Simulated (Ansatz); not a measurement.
A nudged elastic band was laid between two geometries of H5NSSi2 (9 atoms, charge 0, multiplicity 1).

Method: RKS r2SCANh/def2-SVP (Ansatz).

```yaml
movable_images: 5
climbing_image: yes
spring: 5.0 eV/Å²
optimiser: quadratic models (default)
start_path: IDPP
force_threshold: 0.05 eV/Å
iteration_limit: 60
end_points: relaxed
```

First end point:

```xyz
9
Properties=species:S:1:pos:R:3
N -0.484 1.616 -0.660
Si -0.007 0.016 -0.971
Si 0.332 -1.104 1.060
S 0.222 -0.757 -2.754
H -0.682 2.273 -1.407
H -0.600 2.009 0.266
H 1.745 -1.572 1.125
H -0.581 -2.279 1.122
H 0.057 -0.202 2.220
```

Last end point:

```xyz
9
Properties=species:S:1:pos:R:3
N -1.409 0.379 -1.072
Si 0.274 0.389 -0.848
Si 0.781 -0.501 1.261
S 1.576 1.045 -2.154
H -1.844 0.723 -1.922
H -2.074 0.036 -0.389
H 1.649 -1.699 1.081
H -0.463 -0.897 1.988
H 1.511 0.526 2.055
```

Which bonds break or form, and what moves?

No bond is made or broken. The dihedral S4–Si2–Si3–H9 goes from -180 to 59°. The two ends are copies of one structure, up to a mirror image or an exchange of like atoms.

Give the energies along the band, and the barrier.

The forces met the threshold. The highest image is number 3 of 0 to 6, 0.017 eV above the ends, which have the same energy within 2 meV. A vibrational analysis at the climbing image gives one clearly imaginary mode, 65i cm⁻¹: a first-order saddle point.

```tsv
image	path coordinate (Å)	energy (eV)	dihedral S4–Si2–Si3–H9 (°)
0	0.00	0.000	-180
1	0.69	0.003	161
2	1.38	0.012	141
3	2.07	0.017	120
4	2.76	0.012	100
5	3.44	0.004	79
6	4.13	0.000	59
```

What is the geometry of the highest image?


```xyz
9
Properties=species:S:1:pos:R:3:forces:R:3
N -1.201 1.066 -0.833 -0.01 -0.01 0.04
Si 0.245 0.181 -0.927 0.04 -0.02 0.00
Si 0.667 -0.841 1.145 0.01 -0.01 0.01
S 1.367 0.049 -2.525 0.00 0.01 -0.01
H -1.569 1.587 -1.621 0.00 0.00 0.00
H -1.776 1.130 -0.001 -0.02 0.02 -0.01
H 1.937 -1.607 1.038 0.00 0.00 0.00
H -0.454 -1.759 1.506 -0.01 0.01 -0.01
H 0.784 0.193 2.217 -0.01 0.01 -0.01
```

The band took 4 iterations and roughly 2.9 core-minutes.

Time of the run: 88 s on 2 threads of Arm Neoverse V1, on a shared host, peak memory 0.21 GiB.
